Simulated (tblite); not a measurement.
Compound: C₆H₁₀O (charge +1 and doublet state).
Geometry (GFN2-xTB, Å), atoms numbered from 1 in this order:
```
atom  x, y, z in Å
C1     3.1127    0.4675    0.4143
O2     1.7093    0.6190    0.3789
C3     0.9577   -0.3384   -0.0864
C4    -0.4121   -0.2028   -0.1228
C5    -1.3419    0.8742    0.2731
C6    -2.5123   -0.0137   -0.1692
C7    -1.4996   -1.0954   -0.5719
H8     3.4003   -0.3321    1.1042
H9     3.5118    0.2321   -0.5762
H10    3.5175    1.4157    0.7643
H11    1.4223   -1.2551   -0.4494
H12   -1.3118    1.1446    1.3318
H13   -1.2174    1.8126   -0.2737
H14   -3.1906   -0.3031    0.6300
H15   -3.1038    0.3866   -0.9890
H16   -1.5732   -2.0445   -0.0344
H17   -1.4759   -1.3550   -1.6335
```

Calculated harmonic vibrations of the isolated species, GFN2-xTB (tblite), most abundant isotopes, no scaling. This tight-binding method is rough: wavenumbers can miss measured ones by several per cent, in bad cases by 10 to 20. One conformer, not necessarily the lowest. Open shells enter through the occupations alone, without spin polarisation, and single modes of such species can be off by tens of per cent. The optimisation stopped once no atom felt more than 0.01 eV/Å.

Lowest wavenumbers of the output (negative numbers stand for imaginary wavenumbers):
```
mode    cm-1
  1    -109.7
  2      78.1
  3     132.2
  4     161.3
  5     201.3
  6     352.4
  7     375.5
  8     447.9
```

Task: Is this structure a minimum?

Result: No. 1 mode is imaginary beyond 20i (110i cm⁻¹), so at this level the point lies at or near a first-order saddle.

Task: Which atoms move in the imaginary mode?

Result: 110i: H8 (hydrogen on carbon) 33 %, H9 (hydrogen on carbon) 32 %, H10 (hydrogen on carbon) 28 %. These are shares of the mass-weighted motion.

Task: What is the remedy?

Result: Step along that mode in both directions, optimise again with tighter thresholds and repeat the frequencies. The zero-point energy of this point (88.7 kcal/mol) counts the 44 real modes alone, and thermal corrections from it aren't those of a minimum.
